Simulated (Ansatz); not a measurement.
Ansatz results at the PBE0-D4/def2-TZVP geometry: size of the dipole moment (PBE/def2-TZVPP) 2.88 D; size of the dipole moment (ωB97M-V/def2-TZVPP) 2.88 D; LUMO energy (ωB97M-V/def2-TZVPP) 0.32 eV.

Each molecule was computed in one conformer, which needn't be the lowest.

(1) Which molecule gave them?
A. `[AlH2][SiH2][CH2][SnH3]`
B. `C[SiH2][AlH][SnH3]`
C. `S[SiH](Cl)[O][GaH2]`
D. `[OH][Sn]([F])([F])[SiH3]`

## Answers

(1) A. The others give `S[SiH](Cl)[O][GaH2]`: 2.27, 2.38, 0.02; `[OH][Sn]([F])([F])[SiH3]`: 3.36, 3.59, 0.33; `C[SiH2][AlH][SnH3]`: 0.95, 0.93, -0.78.
